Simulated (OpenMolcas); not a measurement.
# Levels of As+ by method

- Program: OpenMolcas
- Basis: ANO-RCC-VTZP [6s5p3d1f]
- Scalar Hamiltonian: DKH2, point nucleus
- Active space: 4 electrons in 4 orbitals (4s 4p)
- State averaging: 2S+1 = 3 even, 6 roots (3 in the spin-orbit step); 2S+1 = 1 even, 6 roots kept (CI in the orbitals of an earlier block); 2S+1 = 5 odd, 1 root; 2S+1 = 3 odd, 9 roots kept (CI in the orbitals of an earlier block); 2S+1 = 1 odd, 8 roots kept (CI in the orbitals of an earlier block)
- Spin-orbit coupling: state interaction with AMFI integrals over the reference wave functions, term energies averaged over their components

Methods on the same reference wave functions:
A. CASSCF
B. SS-CASPT2, IPEA 0.25 Eh, imaginary shift 0.1 Eh (closed shells correlated: 3d)

Energies in cm⁻¹ above 4s² 4p² ³P₀, the measured ground level; measured values from NIST Handbook of Basic Atomic Spectroscopic Data.

```json
{"Level": "4s² 4p² ³P₀", "A": "0.0", "B": "0.0", "Measured": "0.0"}
{"Level": "4s² 4p² ³P₁", "A": "945", "B": "953", "Measured": "1063"}
{"Level": "4s² 4p² ³P₂", "A": "2317", "B": "2280", "Measured": "2541"}
{"Level": "4s² 4p² ¹D₂", "A": "12643", "B": "9830", "Measured": "10096"}
{"Level": "4s² 4p² ¹S₀", "A": "22409", "B": "21560", "Measured": "22599"}
{"Level": "4s 4p³ ⁵S°₂", "A": "42706", "B": "49280", "Measured": "54817"}
{"Level": "4s 4p³ ³D°₂", "A": "80540", "B": "70910", "Measured": "73862"}
{"Level": "4s 4p³ ³D°₁", "A": "80573", "B": "70930", "Measured": "73750"}
{"Level": "4s 4p³ ³D°₃", "A": "80706", "B": "71040", "Measured": "74244"}
{"Level": "4s 4p³ ³P°₀", "A": "91880", "B": "85610", "Measured": ""}
{"Level": "4s 4p³ ³P°₁", "A": "91949", "B": "85660", "Measured": ""}
{"Level": "4s 4p³ ³P°₂", "A": "92057", "B": "85750", "Measured": ""}
{"Level": "4s 4p³ ¹D°₂", "A": "123124", "B": "105950", "Measured": ""}
{"Level": "4s 4p³ ³S°₁ [54 %]", "A": "127295", "B": "117380", "Measured": ""}
{"Level": "4s 4p³ ¹P°₁ [54 %]", "A": "134537", "B": "119990", "Measured": ""}
```

Deviations, from unrounded energies. A percentage is the sum of absolute deviations over the sum of measured energies, with the sign that they share, or ± where signs differ.

```tsv
Against measurement	Levels	A	B
mean absolute deviation (cm-1)	8	4400	2000
fine structure of the ground term (%)	2	-9.5	-10.2
other terms of the ground configuration (%)	2	±8.4	-4.0
other configurations (%)	4	±11.6	-5.2
```

B lies closest to measurement on these levels. The largest miss of B in the table is 4s 4p³ ⁵S°₂, by -5500 cm-1. The ranking rests on the paired levels alone, and a cruder setting can come out closer through cancelling errors.

From A to B the spin-free energies of the other terms of 4s² 4p² shown, above ³P, scale by factors of 0.74 to 0.96.

The lowest spin-free term lies below A's lowest term by 0.098 hartree in B.

Term energies are means over components that CASPT2 splits; among the terms shown or strongly mixed into the levels shown the widest spread is 730 cm-1 (4s 4p³ ¹D°, B). Over all roots computed the reference weight is 0.86 to 0.98 in B; the roots of lowest weight are the least certain, and an intruder state may touch them. Some high roots are left out of the spin-orbit mixing, which shifts the levels that they would mix with. Terms from blocks run as CI alone lack orbitals of their own. Terms of s pⁿ other than that of highest spin mix with s² pⁿ⁻² d, which this space lacks; all of them can be thousands of cm-1 off, and some have no real level of that name. Without dynamic correlation excited terms often stand tens of per cent too high (terms of higher spin than the ground term too low), and those without a measured partner can miss by more than the paired ones (holds for A). Computed and measured levels are paired by configuration, term and J; levels that our copy of the source lacks, or whose pairing is in doubt (as where it misses far off the trend of its configuration), stay unpaired and out of the deviations. Only configurations of the active space appear.

A share in square brackets marks a mixed level and gives the weight of the term that names it, the lowest over the columns. ° marks odd parity.
